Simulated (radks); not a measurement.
Results of a calculation; reference values are marked as such.
The samarium ion Sm2+ inside a hard spherical wall (all orbitals vanish at R), configuration held at [Xe] 4f6 and not refilled when levels cross. Code: a radial shooting solver on a logarithmic mesh with Libxc functionals. Model: scalar-relativistic Kohn-Sham, LDA (Slater exchange, Perdew-Wang correlation), spin-polarised, spherical densities, point nucleus; open shells are filled with parallel spins first (spin-orbit coupling, left out, can overturn this in heavy ions). Eigenvalues in eV for spin up, with the zero of energy where the potential of the charges vanishes at infinity; a dash marks a level that is unbound or too diffuse for the functional's potential to be trusted. A positive occupied level is held by the wall or, in an anion where self-interaction has pushed it up, behind a barrier. The pressure on the wall is -dE/dV.

R (bohr)  E (hartree)  kinetic (hartree)    e(4d)    e(5s)    e(5p)    e(4f)  e(5d, empty)  e(6s, empty)  pressure (GPa)
free      -10419.5708          11135.973  -143.35  -57.789  -37.429  -17.240       -14.087       -13.919               0
20        -10419.5708          11135.973  -143.35  -57.789  -37.429  -17.240       -14.087       -13.919        < 0.0001
10        -10419.5708          11135.973  -143.35  -57.789  -37.429  -17.240       -14.087       -13.916        < 0.0001
8         -10419.5707          11135.973  -143.35  -57.788  -37.428  -17.239       -14.080       -13.873        0.000586
6         -10419.5702          11135.979  -143.31  -57.762  -37.405  -17.205       -13.938       -13.220          0.0755
5         -10419.5655          11136.028  -143.13  -57.626  -37.275  -17.028       -13.437       -11.386            1.16
4         -10419.5118          11136.491  -141.96  -56.770  -36.392  -15.928       -11.250        -4.630            21.2
3         -10418.8626          11140.623  -135.27  -51.601  -30.432   -9.553        -0.828        23.547             462
2.5       -10417.0524          11149.784  -124.61  -42.132  -18.940    0.819        16.321        66.710            2420
